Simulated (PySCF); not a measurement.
CH4MoOS2, SMILES [CH3][Mo]([OH])(=[S])=[S], multiplicity 1. The structure is a stationary point at PBE-D3(BJ)/def2-SVP. The multiplicity is an assumed one; other spin states were not compared. The def2 effective core potentials stand for the cores of Mo; spin–orbit coupling is left out. Other conformers were not sampled.

Problem. Give the equilibrium geometry at PBE-D3(BJ)/def2-SVP (PySCF confirms it by a frequency run) as bond lengths and angles. (Estimate from the structure and the level; the computed values follow.)

Solution. Several could match; the one computed here: 
Atoms: Mo1 S2 S3 O4 H5 C6 H7 H8 H9. Bonds (Å): Mo1–S2 2.128, Mo1–S3 2.126, Mo1–O4 1.873, Mo1–C6 2.098, O4–H5 0.978, C6–H7 1.108, C6–H8 1.111, C6–H9 1.110. Angles (°): S2–Mo1–S3 110.8, S2–Mo1–O4 112.7, S2–Mo1–C6 104.6, S3–Mo1–O4 114.5, S3–Mo1–C6 104.8, O4–Mo1–C6 108.5, Mo1–O4–H5 122.5, Mo1–C6–H7 111.4, Mo1–C6–H8 107.8, Mo1–C6–H9 108.5, H7–C6–H8 109.3, H7–C6–H9 109.4, H8–C6–H9 110.4.
